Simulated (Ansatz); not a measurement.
Geometry optimisation, RKS PBE/def2-SVP (Ansatz).

Input:

```yaml
crystal:
  periodic: [false, false, false]
  atoms:
    - { symbol: B, position_ang: [0.123941, 0.485276, -0.446167] }
    - { symbol: O, position_ang: [0.069123, -0.039093, 2.103044] }
    - { symbol: H, position_ang: [-0.881132, -0.266375, 2.095865] }
    - { symbol: Cl, position_ang: [1.566963, -0.309537, -1.031226] }
    - { symbol: Cl, position_ang: [-1.475545, -0.122551, -0.874639] }
    - { symbol: H, position_ang: [0.205952, 1.553006, 0.095226] }
    - { symbol: H, position_ang: [0.057698, 0.917274, 1.843496] }
basis:
  gaussian: { orbitals: def2-SVP }
hamiltonian:
  xc: pbe
relax:
  f_tol: 0.03
  max_steps: 50
```

Command:

```bash
$ ansatz run input.yaml --threads 2 --pin off --max-ram 3072MiB --backend cpu --events-out ev --progress --plain --runs-dir out
```

Problem. Where does it end, and by what steps?

Solution. The forces met the threshold. The force dipped under the threshold on the way, but the program's further checks kept it going. After 15 steps the energy has fallen by 0.394 eV; H3 moved furthest, 0.55 Å. Joined: B1–O2 (2.60 → 1.70 Å).

| step | energy less start (eV) | largest force component (eV/Å) | accepted |
| --- | --- | --- | --- |
| 0 | 0.0000 | 0.600 | yes |
| 1 | 0.0038 | 2.396 | no |
| 2 | -0.0370 | 1.025 | yes |
| 3 | -0.0755 | 1.097 | yes |
| 4 | -0.1441 | 1.878 | yes |
| 5 | -0.2748 | 1.493 | yes |
| 6 | -0.3615 | 0.718 | yes |
| 7 | -0.3825 | 0.202 | yes |
| 8 | -0.3894 | 0.173 | yes |
| 9 | -0.3900 | 0.104 | yes |
| 10 | -0.3918 | 0.048 | yes |
| 11 | -0.3927 | 0.032 | yes |
| 12 | -0.3930 | 0.093 | yes |
| 13 | -0.3933 | 0.063 | yes |
| 14 | -0.3936 | 0.018 | yes |
| 15 | -0.3937 | 0.022 | yes |

```xyz
7
Properties=species:S:1:pos:R:3
B 0.130 0.490 -0.077
O 0.133 0.123 1.580
H -0.637 -0.492 1.653
Cl 1.483 -0.474 -0.781
Cl -1.567 -0.074 -0.548
H 0.271 1.699 -0.080
H -0.146 0.945 2.038
```

Whether the end is a true minimum wasn't checked by a vibrational analysis.

Run time: 16 s on 2 threads of Arm Neoverse V2, with other jobs on the host, peak memory 0.14 GiB.
